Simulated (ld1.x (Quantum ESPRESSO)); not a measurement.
u(r) = r·R(r): atom against pseudo-atom (scandium (Sc))

Columns: radius, all-electron u(r) and pseudo u(r) of the 3p shell (level -33.55 eV) of scandium in the configuration [Ne] 3s2 3p6 3d1 4s2 4p0; PBEsol, scalar-relativistic, RRKJ scheme, ld1.x (Quantum ESPRESSO) 7.5.

```json
{"r (bohr)": "0.105", "all-electron": "0.3779", "pseudo": "-0.0287"}
{"r (bohr)": "0.210", "all-electron": "0.4916", "pseudo": "-0.1119"}
{"r (bohr)": "0.315", "all-electron": "0.2589", "pseudo": "-0.2405"}
{"r (bohr)": "0.420", "all-electron": "-0.0938", "pseudo": "-0.4000"}
{"r (bohr)": "0.525", "all-electron": "-0.4279", "pseudo": "-0.5712"}
{"r (bohr)": "0.630", "all-electron": "-0.6876", "pseudo": "-0.7329"}
{"r (bohr)": "0.735", "all-electron": "-0.8618", "pseudo": "-0.8654"}
{"r (bohr)": "0.840", "all-electron": "-0.9583", "pseudo": "-0.9543"}
{"r (bohr)": "0.945", "all-electron": "-0.9932", "pseudo": "-0.9937"}
{"r (bohr)": "1.050", "all-electron": "-0.9828", "pseudo": "-0.9871"}
{"r (bohr)": "1.155", "all-electron": "-0.9419", "pseudo": "-0.9456"}
{"r (bohr)": "1.260", "all-electron": "-0.8820", "pseudo": "-0.8831"}
{"r (bohr)": "1.365", "all-electron": "-0.8116", "pseudo": "-0.8116"}
{"r (bohr)": "1.470", "all-electron": "-0.7369", "pseudo": "-0.7369"}
{"r (bohr)": "1.575", "all-electron": "-0.6621", "pseudo": "-0.6621"}
{"r (bohr)": "1.680", "all-electron": "-0.5900", "pseudo": "-0.5900"}
{"r (bohr)": "1.785", "all-electron": "-0.5223", "pseudo": "-0.5223"}
{"r (bohr)": "1.890", "all-electron": "-0.4599", "pseudo": "-0.4599"}
{"r (bohr)": "1.995", "all-electron": "-0.4031", "pseudo": "-0.4031"}
{"r (bohr)": "2.100", "all-electron": "-0.3521", "pseudo": "-0.3521"}
{"r (bohr)": "2.205", "all-electron": "-0.3066", "pseudo": "-0.3066"}
{"r (bohr)": "2.310", "all-electron": "-0.2665", "pseudo": "-0.2665"}
{"r (bohr)": "2.415", "all-electron": "-0.2311", "pseudo": "-0.2311"}
{"r (bohr)": "2.520", "all-electron": "-0.2001", "pseudo": "-0.2001"}
{"r (bohr)": "2.625", "all-electron": "-0.1730", "pseudo": "-0.1730"}
{"r (bohr)": "2.730", "all-electron": "-0.1494", "pseudo": "-0.1494"}
```

(1) How many radial nodes do the two functions have?

(2) At about which radius was the pseudo-wave matched?

(3) Is the pseudo-wave norm-conserving?

Answers

(1) The all-electron 3p function has n − l − 1 = 1; the pseudo-wave has 0, since the states of the same l below it are removed with the core.

(2) 1.40 bohr, where the columns begin to agree (steps of 0.10 bohr).

(3) Yes: the RRKJ scheme keeps the norm inside the radius equal to the all-electron one, which fixes the energy derivative of the logarithmic derivative at the level.
